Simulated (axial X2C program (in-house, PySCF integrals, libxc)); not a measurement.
## Outer orbitals of SnB at 2.178 Å, PBE0

All values were computed with an in-house all-electron X2C program for linear molecules (integrals from PySCF). Spin-free means the one-electron spin-free X2C Hamiltonian; two-component (2c) means X2C with spin–orbit coupling and atomic mean-field two-electron Coulomb and Gaunt terms, so the difference of the two also holds small scalar two-electron terms. Basis: Sn dyall-cv3z [11s12p9d4f1g], B dyall-v3z [7s6p2d1f] (cores contracted in-house); Gaussian nuclei, density fitting, unrestricted open shells. Masses: Sn 119.902 u, B 11.009 u.

The distance is close to the 2c PBE0 minimum; the highest filled and lowest empty levels are listed.

Spin-free orbitals, state M_S = 3/2, Λ = 0 (beyond evenly filled blocks: σα, π+α, π-α) (Löwdin shares):

| symmetry | occupied | ε (eV) | atomic character |
| --- | --- | --- | --- |
| δ+α | yes | -28.59 | 100% Sn d |
| δ-α | yes | -28.59 | 100% Sn d |
| σα | yes | -28.53 | 99% Sn d |
| π-α | yes | -28.48 | 100% Sn d |
| π+α | yes | -28.48 | 100% Sn d |
| δ-β | yes | -28.45 | 100% Sn d |
| δ+β | yes | -28.45 | 100% Sn d |
| σβ | yes | -28.39 | 99% Sn d |
| π-β | yes | -28.33 | 100% Sn d |
| π+β | yes | -28.33 | 100% Sn d |
| σα | yes | -14.43 | 46% Sn s, 35% B s, 10% B p |
| σβ | yes | -12.61 | 53% Sn s, 29% B s, 12% B p |
| σα | yes | -10.01 | 34% B s, 26% Sn s, 21% Sn p |
| σβ | yes | -8.06 | 35% Sn p, 31% B s, 24% Sn s |
| σα | yes | -6.21 | 53% B p, 32% Sn p, 8% Sn s |
| π+α | yes | -6.08 | 51% Sn p, 44% B p |
| π-α | yes | -6.08 | 51% Sn p, 44% B p |
| π-β | no | -3.02 | 64% Sn p, 33% B p |
| π+β | no | -3.02 | 64% Sn p, 33% B p |
| σβ | no | -2.36 | 52% B p, 23% Sn p, 16% B s |
| π+α | no | -1.88 | 44% B p, 41% Sn p, 10% Sn d |
| π-α | no | -1.88 | 44% B p, 41% Sn p, 10% Sn d |

Spinors with spin–orbit coupling (state Ω = 3/2):

| ω | occupied | ε (eV) | atomic character | λ mixture |
| --- | --- | --- | --- | --- |
| -3/2 | yes | -29.15 | 100% Sn d | 86% δ, 14% π |
| 3/2 | yes | -29.06 | 100% Sn d | 79% δ, 21% π |
| -1/2 | yes | -29.05 | 100% Sn d | 64% π, 36% σ |
| 1/2 | yes | -29.02 | 100% Sn d | 51% π, 49% σ |
| 5/2 | yes | -28.18 | 100% Sn d | 100% δ |
| 3/2 | yes | -28.06 | 100% Sn d | 79% π, 21% δ |
| -5/2 | yes | -28.04 | 100% Sn d | 100% δ |
| 1/2 | yes | -28.03 | 99% Sn d | 51% σ, 49% π |
| -1/2 | yes | -28.02 | 99% Sn d | 64% σ, 36% π |
| -3/2 | yes | -27.97 | 100% Sn d | 86% π, 14% δ |
| 1/2 | yes | -14.42 | 46% Sn s, 35% B s, 10% B p | 100% σ |
| -1/2 | yes | -12.62 | 52% Sn s, 29% B s, 12% B p | 100% σ |
| 1/2 | yes | -10.00 | 34% B s, 26% Sn s, 21% Sn p | 100% σ |
| -1/2 | yes | -8.07 | 35% Sn p, 31% B s, 24% Sn s | 100% σ |
| 1/2 | yes | -6.21 | 53% B p, 32% Sn p, 8% Sn s | 99% σ, 1% π |
| -1/2 | yes | -6.15 | 54% Sn p, 42% B p | 100% π, 0% σ |
| 3/2 | yes | -5.99 | 48% Sn p, 48% B p, 2% Sn d | 100% π |
| 1/2 | no | -3.11 | 65% Sn p, 32% B p, 2% B d | 99% π, 1% σ |
| -3/2 | no | -2.93 | 62% Sn p, 35% B p | 100% π |
| -1/2 | no | -2.37 | 53% B p, 22% Sn p, 16% B s | 98% σ, 2% π |
| -1/2 | no | -1.91 | 46% B p, 39% Sn p, 10% Sn d | 98% π, 2% σ |

(1) How does the gap between the highest filled and lowest empty level change from the spin-free to the 2c table?

Mulliken charges and populations of the two-component result (they depend on the basis, above all on diffuse functions):

Sn 0.24 e (s 9.88 p 19.83 d 20.04 f 0.01), B -0.24 e (s 3.68 p 1.54 d 0.03). ⟨Lz⟩ = 0.01 ħ and ⟨Sz⟩ = 1.49 ħ (0.71 and 0.78 on the two atoms), which add up to Ω.

The state is one determinant whose occupation by symmetry is held fixed; it was picked as the lowest of a PBE0 search that is not exhaustive. Density functionals use the spin component along the axis (collinear). PBE0 can misorder states that lie within some tenths of an eV, so this need not be the ground state of the molecule. The nearest other spin-free determinant of the search, M_S = 1/2, Λ = 0, lies 0.32 eV up at the distance of the search. With several unpaired electrons one determinant need not be a pure state. This is the top spin component of a Σ state; components of lower Ω are not single determinants and can lie lower.

Answers

(1) From 3.06 to 2.88 eV at PBE0, a change of -0.18 eV.
